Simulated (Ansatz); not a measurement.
`C[SiH](C)CCl` + `CC#N` → `C[SiH](C)C#N` + `CCCl`  (formal exchange of groups at the Si–C bond)

Computed with Ansatz on PBE0-D4/def2-TZVP structures; ΔE is electronic, products minus reactants. CCSD(T)/CBS adds triple-zeta CCSD(T) − MP2 to the extrapolated MP2 energy (def2 sets, frozen cores). This one scheme is used for every species. Functionals use def2-TZVPP. One conformer a species, not always the lowest.

`C[SiH](C)CCl`:

```xyz
14

C    -0.295    1.727   -0.343
Si    0.201    0.129    0.482
C    -1.265   -0.984    0.787
C     1.470   -0.772   -0.591
Cl    0.759   -1.181   -2.184
H     0.567    2.382   -0.489
H    -1.028    2.266    0.263
H    -0.741    1.530   -1.321
H     0.898    0.417    1.773
H    -1.738   -1.260   -0.159
H    -0.966   -1.903    1.296
H    -2.012   -0.483    1.408
H     2.352   -0.160   -0.783
H     1.799   -1.708   -0.138
```

`CC#N`:

```xyz
6

C    -0.298    0.369   -0.112
C     0.588   -0.728    0.222
N     1.291   -1.598    0.487
H    -0.253    1.136    0.662
H    -0.003    0.812   -1.065
H    -1.325    0.010   -0.194
```

`C[SiH](C)C#N`:

```xyz
12

C    -1.549    0.447    0.415
Si    0.149   -0.313    0.416
C     0.792   -0.701   -1.286
C     1.313    0.918    1.188
N     2.029    1.694    1.651
H    -1.867    0.696    1.429
H    -2.275   -0.250   -0.009
H    -1.564    1.362   -0.182
H     0.205   -1.506    1.298
H     0.810    0.197   -1.908
H     0.151   -1.441   -1.773
H     1.805   -1.105   -1.239
```

`CCCl`:

Z-matrix (Å, degrees):
```
C
C 1 1.507
H 1 1.091 2 111.0
H 1 1.094 2 109.6 3 119.7
H 1 1.091 2 111.0 3 -120.6
Cl 2 1.788 1 111.4 3 60.3
H 2 1.089 1 111.9 3 179.1
H 2 1.089 1 111.9 3 -58.5
```

```tsv
species	PBE0 energy (Eh)
`C[SiH](C)CCl`	-869.10274
`CC#N`	-132.64239
`C[SiH](C)C#N`	-462.53506
`CCCl`	-539.21875
```

Problem. Work out ΔE.

Solution. ΔE = (-462.53506) + (-539.21875) − (-869.10274) − (-132.64239) = -0.00868 Eh = -0.24 eV. CCSD(T)/CBS gives -0.30 eV.

Largest T1 diagnostic among the species: 0.012.

In def2-TZVPP, CCSD(T) changes the Hartree–Fock value by +0.07 eV (the triples alone add +0.00 eV) and MP2 by +0.06 eV. The D4 term adds +0.06 eV with B3LYP and +0.03 eV with PBE0; it sums over pairs of atoms, weighted by their polarisabilities, and B3LYP, whose exchange is more repulsive, gets the larger term.

B3LYP here is the variant with VWN-RPA as its local correlation; programs differ in this.
